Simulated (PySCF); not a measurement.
How methods differ on the excitation energy of Ge

Ge [Ar] 3d10 4s2 4p2 (3P) → Ge [Ar] 3d10 4s2 4p1 4d1 (high-spin determinant), as a difference of total energies. All numbers are calculated (PySCF 2.14, the spin-free X2C one-electron Hamiltonian (Gaussian nucleus), in dyall-av2z (16s12p8d, 92 functions)). Correlated levels: valence: [Ar] 3d10 frozen; virtual orbitals above 40 to 60 times the deepest correlated orbital energy dropped. The calculations carry no spin-orbit coupling.

| method | excitation energy (eV) |
| --- | --- |
| UHF | 7.341 |
| LDA | 6.860 |
| PBE | 6.682 |
| PBE0 | 6.915 |
| r2SCAN | 7.096 |
| M06-L | 6.808 |
| PBEsol | 6.738 |
| HSE06 | 6.887 |
| B97-3 | 6.865 |
| MP2 (valence) | 7.399 |
| SCS-MP2 (valence) | 7.349 |

Question: How much does correlation contribute at MP2 (valence)?

Answer: 7.399 − (7.341) = 0.058 eV, measured against UHF.

A first-order spin-orbit estimate (lowest level to lowest level, LS coupling) adds 0.020 eV.

The promoted electron is Rydberg-like, and one or two diffuse shells describe it only roughly, which tends to raise the upper state.

In the upper state the promoted electron has a positive orbital energy at LDA, PBE, PBE0, r2SCAN, M06-L, PBEsol, HSE06, B97-3, so the basis confines it.

The determinant of the upper state mixes LS terms, which raises its energy above the lowest term, most at the Hartree-Fock and MP2 levels.
